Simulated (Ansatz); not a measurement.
GaCl3, relaxed as a singlet with RKS PBE0-D4/def2-SVP in Ansatz, starting from the GFN2-xTB geometry. Force threshold 0.02 eV/Å.

The structure comes from a short search, and lower isomers may exist.

Start:

```tsv
atom	x (Å)	y (Å)	z (Å)
Ga1	0.003	0.002	0.000
Cl2	1.253	1.661	-0.207
Cl3	-1.991	0.257	0.571
Cl4	0.734	-1.920	-0.364
```

```json
{"step": "1", "energy (eV)": "-89913.0094", "largest force component (eV/Å)": "0.563", "SCF passes": "21"}
{"step": "2", "energy (eV)": "-89913.0390", "largest force component (eV/Å)": "0.010", "SCF passes": "25"}
```

Force components are those of the run's own axes.

End:

```xyz
4

Ga    0.000    0.000    0.000
Cl    1.272    1.684   -0.210
Cl   -2.022    0.265    0.581
Cl    0.750   -1.949   -0.371
```

By distances, no bond broke or formed. The bond that changes most is Ga1–Cl4, from 2.09 to 2.12 Å (atoms count from 1).

No frequencies were taken in this run, so the end may be a saddle point.

It took 2.9 s on 4 threads of Arm Neoverse V1 on a shared host.
